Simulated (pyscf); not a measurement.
`[NH2][Hf]([NH2])([Cl])[Cl]`, singlet

Gas-phase minimum from PySCF at ωB97X-D3(BJ)/def2-SVP, one conformer. 

```xyz
9

N     -0.2454     1.2978     0.3738
Hf     0.3740    -0.6112     0.2042
N      0.0170    -1.4427     1.9984
Cl    -0.9168    -1.6923    -1.4585
Cl     2.6993    -0.6301    -0.2315
H     -0.6448     1.7443     1.1958
H     -0.1995     1.9856    -0.3775
H     -0.8336    -1.9350     2.2682
H      0.6863    -1.5080     2.7642
```
Charge 0, spin multiplicity 1.

Bonded distances (Å): N1–Hf2 2.014, N1–H6 1.017, N1–H7 1.020, Hf2–N3 2.010, Hf2–Cl4 2.366, Hf2–Cl5 2.366, N3–H8 1.019, N3–H9 1.019. Angles (°): Hf2–N1–H6 127.2, Hf2–N1–H7 124.3, H6–N1–H7 108.5, N1–Hf2–N3 105.2, N1–Hf2–Cl4 108.9, N1–Hf2–Cl5 109.0, N3–Hf2–Cl4 110.0, N3–Hf2–Cl5 109.6, Cl4–Hf2–Cl5 113.8, Hf2–N3–H8 125.8, Hf2–N3–H9 125.5, H8–N3–H9 108.6.

Properties at ωB97X-D3(BJ)/def2-SVP:

```yaml
harmonic_wavenumbers_unscaled: 76, 88, 109, 131, 167, 178, 283, 373, 381, 480, 490, 521, 523, 651, 670, 1511, 1520, 3573, 3579, 3662, 3671 cm⁻¹
zero_point_energy: 32.4 kcal/mol
rotational_symmetry_number: 1
Entropy of this conformer at 298 K and 1 atm, rigid rotor and harmonic oscillator, modes under 100 cm⁻¹ raised to 100: 404.6 J/(mol K)
dipole_moment: 3.52 D
```

Single-point totals, which compare only within one level:

```json
[
 {"level": "ωB97X-D3(BJ)/def2-TZVP", "total energy (hartree)": "-1080.75840"},
 {"level": "PBE/def2-TZVP", "total energy (hartree)": "-1080.17387"},
 {"level": "r²SCAN/def2-TZVP", "total energy (hartree)": "-1080.57004"},
 {"level": "B3LYP-D3(BJ)/def2-TZVP", "total energy (hartree)": "-1080.73049"},
 {"level": "PBE0-D3(BJ)/def2-TZVP", "total energy (hartree)": "-1080.22707"},
 {"level": "M06-2X/def2-TZVP", "total energy (hartree)": "-1080.49512"},
 {"level": "ωB97M-D3(BJ)/def2-TZVP", "total energy (hartree)": "-1080.75806"}
]
```

Soft torsions are taken as harmonic, which can shift the entropy by several J/(mol K). Elements past Kr carry the def2 core potentials, without spin-orbit coupling.
